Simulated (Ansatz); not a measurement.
The cluster Hf₄⁻. Charge -1, multiplicity 2. Geometry r2SCAN-D4/def2-SVPD.

```xyz
4

Hf    0.451    0.159    1.640
Hf   -0.287   -1.676   -0.318
Hf   -1.398    0.981   -0.270
Hf    1.234    0.535   -1.053
```

In the def2 sets Hf takes a core potential; there is no spin–orbit coupling. HSE06 is defined as in plane-wave codes, on full-range PBE exchange. At PBE-D4/def2-SVPD, revPBE-D4/def2-TZVPD, BLYP-D4/def2-TZVPD, HSE06-D4/def2-TZVPD the highest occupied level of the charge -1 doublet lies above zero (up to 0.81 eV). It is a level of α spin, whose loss leaves a singlet; that state wasn't run at this geometry and level. The electron is either unbound and held by the finite basis, or the level is raised by self-interaction error. At revPBE-D4/def2-TZVPD, PBE0-D4/def2-TZVPD, HSE06-D4/def2-TZVPD the charge -1 doublet is spin-contaminated (final ⟨S²⟩ up to 1.46, 0.75 for a pure state). The geometry of the doublet was relaxed on an unsound state (⟨S²⟩ 1.76, where a pure state has 0.75). The structure comes from a short search, and lower isomers may exist.

(1) Estimate the α-spin orbital energies around the gap (eV) in Ansatz with PBE-D4/def2-SVPD, revPBE-D4/def2-TZVPD, BLYP-D4/def2-TZVPD, PBE0-D4/def2-TZVPD, HSE06-D4/def2-TZVPD.

## Answers

(1) 
```tsv
orbital	PBE-D4/def2-SVPD	revPBE-D4/def2-TZVPD	BLYP-D4/def2-TZVPD	PBE0-D4/def2-TZVPD	HSE06-D4/def2-TZVPD
HOMO−13	-28.24	-28.33	-28.21	-30.99	-30.56
HOMO−12	-28.19	-28.28	-28.16	-30.97	-30.54
HOMO−11	-28.09	-28.17	-28.05	-30.83	-30.40
HOMO−10	-28.07	-28.14	-28.04	-30.77	-30.35
HOMO−9	-28.02	-28.10	-27.99	-30.75	-30.32
HOMO−8	-2.93	-2.93	-2.72	-4.11	-3.70
HOMO−7	-0.90	-0.94	-0.73	-1.89	-1.52
HOMO−6	-0.86	-0.89	-0.69	-1.77	-1.41
HOMO−5	-0.80	-0.82	-0.64	-1.72	-1.34
HOMO−4	-0.75	-0.73	-0.54	-1.55	-1.17
HOMO−3	0.29	0.28	0.44	-0.49	-0.12
HOMO−2	0.32	0.31	0.47	-0.44	-0.08
HOMO−1	0.38	0.36	0.53	-0.40	-0.03
HOMO	0.62	0.57	0.81	-0.33	0.05
LUMO	0.85	0.85	1.02	1.52	1.16
LUMO+1	1.16	1.15	1.26	1.64	1.30
LUMO+2	1.18	1.17	1.28	1.66	1.31
LUMO+3	1.27	1.27	1.38	1.84	1.49
LUMO+4	1.68	1.62	1.73	2.06	1.73
LUMO+5	1.76	1.70	1.80	2.20	1.85
β HOMO	0.46	0.46	0.59	-0.19	0.15
β LUMO	1.02	1.04	1.16	1.74	1.40
```
